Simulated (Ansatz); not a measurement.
Consider the substitution at a C–Ga bond: `N=[CH][Ga]([F])[SiH3]` + `OCS` → `N=CSCO` + `[F][GaH][SiH3]`.

Isolated molecules relaxed with PBE0-D4/def2-TZVP in Ansatz; ΔE leaves out vibrations. CBS: MP2 limit from def2 TZ/QZ plus the TZ coupled-cluster correction, frozen cores. Functionals use def2-TZVPP. For Ga outer-core shells are correlated without core-valence functions, which leaves a few kJ/mol of doubt a bond. Scalar relativity is left out up to krypton. One conformer a species, not always the lowest.

```csv
species,PBE0-D4 energy (Eh)
`N=[CH][Ga]([F])[SiH3]`,-2409.57971
`OCS`,-513.71061
`N=CSCO`,-607.09237
`[F][GaH][SiH3]`,-2316.20837
```

Problem. Work out ΔE.

Solution. ΔE = (-607.09237) + (-2316.20837) − (-2409.57971) − (-513.71061) = -0.01042 Eh = -27.4 kJ/mol. CCSD(T)/CBS gives -15.6 kJ/mol.

Largest T1 diagnostic among the species: 0.015.

The D4 term adds −3.6 kJ/mol with B3LYP and −1.7 kJ/mol with PBE0; it sums over pairs of atoms, weighted by their polarisabilities, and B3LYP, whose exchange is more repulsive, gets the larger term. In def2-TZVPP, CCSD(T) changes the Hartree–Fock value by −5.9 kJ/mol (the triples alone add −4.0 kJ/mol) and MP2 by −11.5 kJ/mol.

B3LYP here is the variant with VWN-RPA as its local correlation; programs differ in this.
